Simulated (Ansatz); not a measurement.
Cl₂Ga₂H₄, SMILES `[Cl+]1[GaH2-][Cl+][GaH2-]1`. The species carries charge 0 and has multiplicity 1.

```csv
atom,x (Å),y (Å),z (Å)
Cl1,-0.5935,1.5488,0.2186
Ga2,-0.5412,-0.4217,1.5181
Cl3,0.5909,-1.5496,-0.2198
Ga4,0.5414,0.4217,-1.5180
H5,0.5093,-0.1781,2.6346
H6,-1.9908,-0.9767,1.5244
H7,1.9911,0.9764,-1.5213
H8,-0.5071,0.1792,-2.6367
```

(1) What are the harmonic wavenumbers in cm⁻¹ at PBE0-D4/def2-TZVP (Ansatz, finite differences of forces, unscaled)? (Estimate.)

## Answers

(1) Ansatz gave: 14, 134, 192, 277, 283, 297, 445, 448, 450, 467, 645, 689, 703, 717, 2028, 2031, 2045, 2047.
